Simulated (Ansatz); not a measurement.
The first iterations of a band of C2H6BNOS (12 atoms, charge 0, multiplicity 1).

Level of theory: Ansatz, RKS PBE0-D4/cc-pVDZ.

```json
{
  "movable images": "5",
  "climbing image": "yes",
  "spring": "5.0 eV/Å²",
  "optimiser": "fire",
  "start path": "through a guess of the saddle point",
  "force threshold": "0.05 eV/Å",
  "iteration limit": "60",
  "end points": "relaxed",
  "largest step": "0.5 Å"
}
```

Image 0:

```xyz
12
Properties=species:S:1:pos:R:3
C 0.008 -2.025 0.194
C 0.119 -0.757 -0.220
N 1.254 0.054 -0.006
S -1.237 0.068 -1.037
B -1.301 1.693 -0.179
O -0.393 2.122 0.710
H 0.862 -2.543 0.638
H -0.938 -2.559 0.113
H 2.026 -0.475 0.397
H 1.566 0.500 -0.870
H -2.240 2.387 -0.482
H 0.350 1.480 0.776
```

Image 6:

```xyz
12
Properties=species:S:1:pos:R:3
C 0.033 -1.966 0.270
C 0.030 -0.806 -0.405
N 1.044 0.203 -0.034
S -1.147 -0.116 -1.507
B -1.744 1.571 -0.683
O -0.820 1.852 0.380
H 0.800 -2.203 1.013
H -0.743 -2.705 0.077
H 1.730 -0.144 0.642
H 1.522 0.545 -0.874
H -1.095 2.677 0.794
H 0.467 1.036 0.360
```

| iteration | highest image above the first end (eV) | largest band force component (eV/Å) |
| --- | --- | --- |
| 1 | 6.840 | 12.356 |
| 2 | 5.391 | 3.618 |
| 3 | 5.110 | 3.270 |
| 4 | 4.896 | 2.372 |
| 5 | 4.845 | 2.181 |
| 6 | 4.801 | 2.067 |
| 7 | 4.734 | 1.944 |
| 8 | 4.675 | 1.349 |
| 9 | 4.613 | 1.904 |
| 10 | 4.599 | 1.617 |
| 11 | 4.587 | 1.438 |
| 12 | 4.571 | 1.048 |
| 13 | 4.549 | 1.021 |
| 14 | 4.525 | 1.122 |
| 15 | 4.499 | 1.207 |
| 16 | 4.472 | 0.826 |
| 17 | 4.440 | 0.938 |
| 18 | 4.436 | 0.900 |
| 19 | 4.429 | 0.825 |
| 20 | 4.419 | 0.794 |

Does the band converge within its limit, and where does its top end?

The run ended unconverged. It ended after 60 iterations with the highest image 4.718 eV above the first end. The band didn't meet its force threshold, so its energies are provisional: the largest band force was still 0.17 eV/Å, and over the last iterations the top stayed at 4.72 eV. The orbitals stay closed-shell, which can raise the energy where a bond breaks towards radicals; this wasn't checked here.

Time of the run: 7 min on 2 threads of AMD EPYC 9R45 96-Core Processor (Zen 5), with other jobs on the host, peak memory 0.3 GiB.
